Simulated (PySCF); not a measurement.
WO2Br2 (singlet state).
Bonds: W1–O2, W1–O3, W1–Br4, W1–Br5.

Method: PBE0-D3(BJ)/def2-SVP geometry optimisation, gas phase, def2 core potentials past Kr in PySCF 2.14.0; density fitting, grid level 1; the optimiser is geomeTRIC in internal coordinates, started from a GFN2-xTB structure with every atom displaced at random (about 0.03 Å).

Step 0: E = -145975.9468 eV
```
atom  x, y, z in Å  |  force x, y, z in eV/Å
W1      0.2349   -0.0777    0.1356  -12.067   0.506  -1.222
O2      0.0445   -0.0261    1.7783    1.442   0.024   4.366
O3      1.6347    0.0000   -0.5808   10.593   0.291  -3.102
Br4    -0.8685    1.9400   -0.6706    0.126  -0.283   0.118
Br5    -0.9709   -1.9467   -0.7246   -0.095  -0.538  -0.159
```

Q: Estimate the geometry and energy of step 1. (The exact step hangs on the optimiser's Hessian estimate; all steps are aligned on step 0, rigid shifts and turns removed.)

A: E = -145977.0322 eV, largest force 1.762 eV/Å
```
atom  x, y, z in Å  |  force x, y, z in eV/Å
W1      0.1360   -0.0505    0.0870    0.942   0.663   0.613
O2      0.1293   -0.0358    1.8122    0.315  -0.114  -1.706
O3      1.7498   -0.0199   -0.5165   -1.471  -0.173   0.955
Br4    -0.9268    1.9837   -0.6966    0.146  -0.284   0.134
Br5    -1.0136   -1.9880   -0.7482    0.068  -0.091   0.004
```

The energy changes by -1.0854 eV. The first-order estimate −F·Δx gives -2.5580 eV and the mean of the old and new forces, exact on a quadratic surface, -1.1475 eV. The step makes an angle of 47° with the force vector and moves no atom by more than 0.133 Å.

What follows is the cost of the whole optimisation. Time: 2.3 min; peak memory 0.49 GiB. Hardware: an Arm Neoverse V1 with one thread, no GPU, on a shared host.
